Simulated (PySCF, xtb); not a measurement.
N-silylprop-2-yn-1-amine (C₃H₇NSi), SMILES C#CCN[SiH3].

The structure is a stationary point at r2SCAN-D4/def2-SVP. The values are those of a single conformer.

Computed with C-PCM-ωB97X/def2-SVP run with PySCF.

The values are the electrostatic part of the solvation free energy, E(continuum) − E(gas) at the gas-phase geometry, in a cavity of scaled van der Waals radii (PySCF's table); cavitation and dispersion terms are not included. In vacuum the orbital gap is 12.20 eV. The dipole moment in vacuum is 0.84 D.

### Question
Estimate the values in water (ε = 78.36), benzene (ε = 2.27), chlorobenzene (ε = 5.70). (Estimate from the structure and the level; the computed values follow.)

### Answer

```csv
solvent,ε,ΔG(elec) (kcal/mol),dipole (D),gap (eV)
water,78.36,-4.4,1.06,12.24
benzene,2.27,-2.4,0.95,12.22
chlorobenzene,5.70,-3.6,1.02,12.23
```

For comparison, GFN2-xTB/ALPB(water) (xtb, at the GFN2-xTB geometry, all terms of that model) gives -1.3 kcal/mol.
